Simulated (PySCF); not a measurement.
This PySCF input asks for the NMR shieldings of SMILES [SiH3]SCBCC1CCC1, C₆H₁₅BSSi; the geometry comes from GFN2-xTB.

```python
import basis_set_exchange as bse
import numpy as np
from pyscf import gto, dft
from pyscf.prop import nmr

atoms = """
Si    2.500987    1.159481   -0.656974
S     2.421631    0.003911    1.187546
C     2.375472   -1.747137    0.609677
B     0.898245   -1.418924    0.993401
C    -0.176548   -1.093986   -0.147645
C    -1.472656   -0.464565    0.353607
C    -1.344426    0.938332    0.979052
C    -2.202057    1.525975   -0.151810
C    -2.393943    0.118940   -0.738463
H     1.248387    1.878470   -0.839003
H     3.616676    2.062937   -0.415611
H     2.773664    0.229423   -1.745642
H     3.009248   -2.330829    1.267735
H     2.712618   -1.821397   -0.418024
H     0.541518   -1.672315    2.083083
H     0.242662   -0.452389   -0.932365
H    -0.438720   -2.035014   -0.644728
H    -1.976973   -1.177169    1.009184
H    -0.326257    1.318597    1.033789
H    -1.793700    1.024727    1.966304
H    -1.667409    2.211719   -0.808128
H    -3.119515    2.010284    0.177775
H    -3.419439   -0.243910   -0.699669
H    -2.021198   -0.005395   -1.754365
"""
names = dict.fromkeys(["Si", "S", "C", "B", "H"], "pcSseg-1")
basis = {el: gto.basis.parse(bse.get_basis(n, elements=[el], fmt="nwchem")) for el, n in names.items()}
mol = gto.M(atom=atoms, basis=basis, charge=0, verbose=0)
mf = dft.RKS(mol, xc="PBE0")
mf.grids.level = 2
mf.grids.alignment = dft.numint.BLKSIZE   # the property module wants whole blocks of grid points
mf.conv_tol = 1e-9
mf.kernel()

calc = nmr.RKS(mf)   # GIAO
C = mf.mo_coeff
Co = C[:, mf.mo_occ > 0]
resp = mf.gen_response(singlet=True, hermi=2)
def vind(x):   # induced exchange potential for any number of trial vectors
    d = np.einsum("pi,xij,qj->xpq", C, 2 * x.reshape(-1, C.shape[1], Co.shape[1]), Co, optimize=True)
    return np.einsum("xpq,pi,qj->xij", resp(d - d.transpose(0, 2, 1)), C, Co, optimize=True).ravel()
mo1, _ = nmr.rhf.solve_mo1(calc, with_cphf=vind)
sigma = calc.kernel(mo1)
for i, s in enumerate(sigma):   # ppm
    w = np.linalg.eigvalsh((s + s.T) / 2)
    print("%2d %-2s iso %8.1f  s11 %8.1f  s22 %8.1f  s33 %8.1f" % (i, mol.atom_pure_symbol(i), w.mean(), *w))
```

**Question.** Give the expected output.

**Answer.** 
```
 0 Si iso    387.2  s11    333.2  s22    379.1  s33    449.2
 1 S  iso    839.3  s11    642.0  s22    764.2  s33   1111.7
 2 C  iso    150.9  s11    120.4  s22    147.7  s33    184.6
 3 B  iso    101.0  s11     64.2  s22    111.5  s33    127.2
 4 C  iso    153.2  s11    134.3  s22    154.1  s33    171.4
 5 C  iso    151.3  s11    141.6  s22    149.5  s33    162.7
 6 C  iso    161.2  s11    146.8  s22    155.3  s33    181.5
 7 C  iso    170.4  s11    162.4  s22    164.1  s33    184.7
 8 C  iso    156.4  s11    136.2  s22    151.7  s33    181.3
 9 H  iso     27.0  s11     22.2  s22     27.2  s33     31.6
10 H  iso     26.9  s11     22.7  s22     24.6  s33     33.6
11 H  iso     27.5  s11     24.1  s22     25.6  s33     33.0
12 H  iso     29.0  s11     23.4  s22     25.1  s33     38.6
13 H  iso     29.9  s11     25.2  s22     27.9  s33     36.7
14 H  iso     28.8  s11     24.8  s22     28.2  s33     33.2
15 H  iso     31.6  s11     28.2  s22     32.6  s33     33.9
16 H  iso     30.3  s11     24.9  s22     30.3  s33     35.8
17 H  iso     29.1  s11     24.8  s22     28.9  s33     33.5
18 H  iso     29.8  s11     25.1  s22     29.5  s33     34.9
19 H  iso     29.3  s11     25.7  s22     27.8  s33     34.5
20 H  iso     29.8  s11     26.1  s22     28.2  s33     35.1
21 H  iso     29.7  s11     26.3  s22     26.6  s33     36.3
22 H  iso     29.3  s11     26.0  s22     26.8  s33     35.0
23 H  iso     30.2  s11     27.1  s22     28.7  s33     34.9
```

These numbers come from an equivalent density-fitted implementation of the same equations, which agrees with the script to about 0.01 ppm for H and up to a few tenths of a ppm for heavy atoms, so last digits may differ.

Size and cost of the density-fitted run: 242 basis functions, 50 s wall time on 1 thread of an Arm Neoverse V2, shared host; peak memory 1.1 GiB.
